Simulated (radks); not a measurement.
Results of a calculation; reference values are marked as such.
Initial-state core-level shifts of the selenium ion Se+ when its valence configuration changes from [Ar] 3d10 4s2 4p3. Code: a radial shooting solver on a logarithmic mesh with Libxc functionals. Model: Dirac Kohn-Sham, PBE, spin-unpolarised, spherical densities, finite nucleus; open shells are shared between the two j in proportion to 2j + 1; Fermi nuclear charge, rms radius 4.14 fm. Shifts are changes of the shell-averaged eigenvalues in eV (positive: less bound); the change of the density at the nucleus, which sets a Mossbauer isomer shift, is in e/bohr^3, on a base of 3.976e+04.

valence                2s       2p       3s       3p  density at nucleus
3d9 4s2 4p4       -16.098  -15.981  -12.609  -12.371             +16.319
3d10 4p5           -3.191   -3.178   -3.243   -3.226             -60.439
3d10 4s1 4p4       -1.626   -1.620   -1.651   -1.642             -29.578
3d10 4s1.5 4p3.5   -0.821   -0.818   -0.833   -0.829             -14.623
3d8 4s2 4p5       -33.194  -32.959  -25.502  -25.039             +33.899
3d8 4s1.5 4p5.5   -33.911  -33.671  -26.220  -25.753             +15.454
3d9.5 4s2 4p3.5    -7.922   -7.864   -6.266   -6.146              +7.997
3d8.5 4s2 4p4.5   -24.524  -24.348  -19.023  -18.670             +24.955
3d9 4s1 4p5       -17.618  -17.492  -14.140  -13.893             -17.045
